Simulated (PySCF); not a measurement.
# CuBr₂ + HF → CuHF + Br₂

Level: PBE0 in the def2-TZVP basis family, all electrons, no relativity, computed in PySCF with density fitting; open shells unrestricted.

```tsv
species	state and structure	E (Eh)	ZPE (kJ/mol)	H(298 K) − H(0) (kJ/mol)	S° (J/(mol K))
CuBr₂	doublet, D∞h, Cu–Br 2.204 Å (×2)	-6788.06736	4.4	15.1	308.7
HF	singlet, C∞v, H–F 0.920 Å	-100.39188	24.9	8.7	173.6
CuHF	doublet, C∞v, Cu–F 1.754 Å, Cu–H 1.483 Å; F–Cu–H 180.0°	-1740.63066	21.6	10.3	238.5
Br₂	singlet, D∞h, Br–Br 2.281 Å	-5147.70672	2.0	9.7	244.8
```

Question: What is the electronic reaction energy?

Answer: At PBE0/def2-TZVP, ΔE = 319.9 kJ/mol from the differences of the total energies times 2625.5, uphill. 

Question: Add zero-point, thermal and entropy terms for 298.15 K and 1 bar.

Answer: ΔZPE = -5.7 and Δ[H(298) − H(0)] = -3.8 kJ/mol give ΔH° = 310.4 kJ/mol. ΔS° = 1.0 J/(mol K), so ΔG° = 310.4 − 298.15 × (0.0010) = 310 kJ/mol.

Open d or f shells are single determinants, so the state found may not be the ground state. Each species is the lowest minimum found with this bonding; other isomers or fragments can lie lower.
